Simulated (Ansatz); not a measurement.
A nudged elastic band was laid between two geometries of F2GeH2O2 + H5NSi (14 atoms, charge 0, multiplicity 1).

Method: RHF/def2-SVP (Ansatz 0.2.0).

```
movable images  : 7
climbing image  : yes
spring          : 5.0 eV/Å²
optimiser       : quadratic models (default)
start path      : through a guess of the saddle point
force threshold : 0.05 eV/Å
iteration limit : 60
end points      : relaxed
```

First end point:

```xyz
14
Properties=species:S:1:pos:R:3
Ge -0.527 0.807 0.142
F -0.755 0.317 1.761
F 0.681 1.993 0.258
O -1.952 1.536 -0.478
H -2.407 1.079 -1.171
O -0.034 -0.546 -0.781
H 0.479 -1.197 -0.297
N 1.300 -2.264 1.186
H 0.869 -3.164 1.058
Si 3.052 -2.245 1.227
H 3.627 -2.963 2.391
H 3.532 -2.899 -0.009
H 3.487 -0.834 1.278
H 0.827 -1.793 1.939
```

Last end point:

```xyz
14
Properties=species:S:1:pos:R:3
Ge 0.379 -0.436 -0.469
F -0.740 -0.626 2.603
F 1.537 0.054 -1.627
O -0.142 1.041 0.255
H -0.567 0.960 1.100
O -0.856 -1.336 -1.282
H -1.318 -0.926 -1.998
N 1.104 -1.592 0.727
H 0.839 -2.539 0.501
Si 2.697 -1.444 1.471
H 3.765 -1.997 0.611
H 2.927 -0.006 1.707
H 2.684 -2.184 2.750
H -0.129 -1.139 2.155
```

Task: What changes between the two ends?

Result: Bonds broken: Ge1–F2, N8–H14. Bonds formed: Ge1–N8, F2–H14. F2GeH2O2 + H5NSi becomes FGeH6NO2Si + FH.

Task: Give the energies along the band, and the barrier.

Result: It converged. The highest image is number 5 of 0 to 8, 1.21 eV above the first end and 0.79 eV above the last; the last end lies 0.42 eV above the first. A vibrational analysis at the climbing image gives one clearly imaginary mode, 1102i cm⁻¹: a first-order saddle point. The orbitals stay closed-shell, which can raise the energy where a bond breaks towards radicals; this wasn't checked here.

| image | path coordinate (Å) | energy (eV) | Ge1–F2 (Å) | N8–H14 (Å) | Ge1–N8 (Å) |
| --- | --- | --- | --- | --- | --- |
| 0 | 0.00 | 0.00 | 1.71 | 1.01 | 3.72 |
| 1 | 2.09 | 0.04 | 1.71 | 1.01 | 3.56 |
| 2 | 4.17 | 0.12 | 1.71 | 1.01 | 3.12 |
| 3 | 6.26 | 0.16 | 1.75 | 1.01 | 2.17 |
| 4 | 8.35 | 0.26 | 1.80 | 1.01 | 2.04 |
| 5 | 10.43 | 1.21 | 2.31 | 1.19 | 1.91 |
| 6 | 12.63 | 0.51 | 3.09 | 1.95 | 1.82 |
| 7 | 14.84 | 0.47 | 3.17 | 1.99 | 1.81 |
| 8 | 17.04 | 0.42 | 3.28 | 1.94 | 1.81 |

Task: What is the geometry of the highest image?

Result: 
```xyz
14
Properties=species:S:1:pos:R:3
Ge 0.219 -0.340 -0.339
F -0.902 -1.139 1.518
F 1.336 0.030 -1.581
O 0.060 1.156 0.496
H -0.513 1.088 1.248
O -1.075 -1.108 -1.177
H -1.764 -1.388 -0.589
N 1.197 -1.619 0.687
H 1.244 -2.490 0.177
Si 2.751 -1.250 1.515
H 2.999 -2.339 2.479
H 3.830 -1.197 0.513
H 2.576 0.042 2.196
H 0.222 -1.615 1.360
```

Task: What are the harmonic wavenumbers there?

Result: 1102i, 53, 96, 106, 181, 183, 227, 230, 277, 304, 340, 478, 514, 551, 588, 664, 762, 784, 811, 861, 880, 916, 981, 1024, 1034, 1049, 1073, 1235, 1642, 1914, 2373, 2389, 2406, 3718, 4155, 4160 cm⁻¹.

Time of the run: 12 min on 4 threads of Arm Neoverse V2, with other jobs on the host, peak memory 0.53 GiB.
